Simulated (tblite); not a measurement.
C6H11S (charge -1).
Structure used (GFN2-xTB), in Å, numbered top down from 1:
```xyz
18
C6H11S angstrom
C      1.9925   -0.6562    0.3480
C      1.5337    0.6413   -0.3113
C      0.0987    1.0499    0.0362
S     -0.2372    2.7011   -0.6447
C     -0.9077    0.0611   -0.5015
C     -2.2916    0.0166    0.0632
C     -1.3563   -1.1320    0.2977
H      1.9010   -0.5829    1.4312
H      3.0361   -0.8633    0.1057
H      1.3878   -1.4953    0.0099
H      1.6105    0.5517   -1.3989
H      2.1924    1.4590   -0.0075
H     -0.0023    1.1058    1.1327
H     -0.8236   -0.0732   -1.5756
H     -3.1277   -0.1225   -0.6090
H     -2.5100    0.6733    0.8925
H     -0.9553   -1.2608    1.2936
H     -1.5499   -2.0672   -0.2140
```

Computed with GFN2-xTB (tblite): harmonic, unscaled wavenumbers at the GFN2-xTB geometry, gas phase. Errors from tens to a few hundred cm⁻¹ against measured bands are possible. One conformer, not necessarily the lowest.

Harmonic wavenumbers (cm⁻¹): 76.2, 94.1, 163.4, 196.1, 212.8, 294.5, 331.7, 388.4, 451.6, 743.1, 787.4, 804.2, 847.8, 864.7, 936.9, 960.3, 1003.0, 1031.8, 1049.5, 1070.5, 1077.3, 1097.4, 1111.8, 1149.2, 1160.4, 1208.4, 1239.5, 1259.3, 1290.2, 1336.2, 1390.0, 1397.4, 1446.5, 1491.3, 1500.9, 1512.6, 1518.8, 2804.2, 2947.8, 2966.8, 2978.6, 3004.4, 3011.0, 3025.0, 3027.3, 3053.1, 3064.6, 3086.2.

A = 2240, B = 1990, C = 1123 MHz; mass 115.058 u (most abundant isotopes); point group C1, symmetry number 1.

Question: Zero-point energy?

Answer: ½Σν̃ = 33732 cm⁻¹ = 96.44 kcal/mol.

Question: Entropy at 200 K, 1 bar (ideal gas, RRHO, classical rotation)?

Answer: Translation 38.18, rotation 27.36, vibration 13.22: S = 78.8 cal/(mol K).

Question: And Cp and H(200 K) − H(0)?

Answer: Cp = 23.33 cal/(mol K), of which vibrations give 15.38 (their classical limit is 48 R = 95.4); H(200 K) − H(0) = 3.12 kcal/mol without the zero-point energy, 1.53 from vibrations.

Question: How do the functions run with temperature in this model?

Answer: 
```json
{"T (K)": "100", "S (cal/(mol K))": "65.3", "Cp (cal/(mol K))": "16.1", "H − H(0) (kcal/mol)": "1.14", "G − H(0) (kcal/mol)": "-5.40", "ln q(vib)": "0.94"}
{"T (K)": "300", "S (cal/(mol K))": "89.8", "Cp (cal/(mol K))": "31.9", "H − H(0) (kcal/mol)": "5.86", "G − H(0) (kcal/mol)": "-21.07", "ln q(vib)": "4.74"}
{"T (K)": "500", "S (cal/(mol K))": "110.4", "Cp (cal/(mol K))": "49.7", "H − H(0) (kcal/mol)": "14.09", "G − H(0) (kcal/mol)": "-41.11", "ln q(vib)": "8.73"}
{"T (K)": "800", "S (cal/(mol K))": "138.0", "Cp (cal/(mol K))": "67.7", "H − H(0) (kcal/mol)": "31.94", "G − H(0) (kcal/mol)": "-78.49", "ln q(vib)": "14.85"}
{"T (K)": "1000", "S (cal/(mol K))": "154.0", "Cp (cal/(mol K))": "75.5", "H − H(0) (kcal/mol)": "46.29", "G − H(0) (kcal/mol)": "-107.73", "ln q(vib)": "18.79"}
```

q(vib) and H(0) count from the zero-point level.

Question: What must be added to the electronic energy to get the Gibbs energy at 200 K and 1 bar?

Answer: ZPE + [H(200 K) − H(0)] − T·S = 96.44 + 3.12 − 15.75 = 83.81 kcal/mol.

Question: Which modes carry the vibrational entropy at 200 K?

Answer: 76.2 cm⁻¹: 3.21; 94.1 cm⁻¹: 2.80; 163.4 cm⁻¹: 1.78; 196.1 cm⁻¹: 1.46; 212.8 cm⁻¹: 1.32; 294.5 cm⁻¹: 0.83 cal/(mol K); the other 42 give 1.82 together.

Hindered rotation and anharmonicity are outside this model. Other conformers, if any are populated, would add a mixing term that is left out. The structure is chiral; the term R ln 2 for an equal mix with its mirror image is left out.
